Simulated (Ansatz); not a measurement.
One change: `C=N[SiH](S)S` becomes `C[SiH](S)S`.

Ansatz, PBE0-D4/def2-TZVP geometries, multiplicity 1. Each molecule was computed in one conformer, which needn't be the lowest.

| property | `C=N[SiH](S)S` |
| --- | --- |
| HOMO energy (PBE/def2-TZVPP) / eV | -6.13 |
| LUMO energy (PBE0/def2-TZVPP) / eV | -1.25 |
| zero-point energy (PBE0-D4/def2-TZVP) / kJ/mol | 154.9 |
| HOMO energy (B3LYP/def2-TZVPP) / eV | -7.05 |
| LUMO energy (PBE/def2-TZVPP) / eV | -2.34 |
| LUMO energy (B3LYP/def2-TZVPP) / eV | -1.49 |

Q: What does the change do to each property? (An estimate is asked.)

A: The calculation gave: 
| property | `C[SiH](S)S` | shift |
| --- | --- | --- |
| HOMO energy (PBE/def2-TZVPP) / eV | -6.08 | 0.05 |
| LUMO energy (PBE0/def2-TZVPP) / eV | 0.05 | 1.30 |
| zero-point energy (PBE0-D4/def2-TZVP) / kJ/mol | 171.3 | 16.4 |
| HOMO energy (B3LYP/def2-TZVPP) / eV | -7.04 | 0.01 |
| LUMO energy (PBE/def2-TZVPP) / eV | -0.88 | 1.46 |
| LUMO energy (B3LYP/def2-TZVPP) / eV | -0.20 | 1.29 |

B3LYP here is the variant with VWN-RPA as its local correlation; programs differ in this.
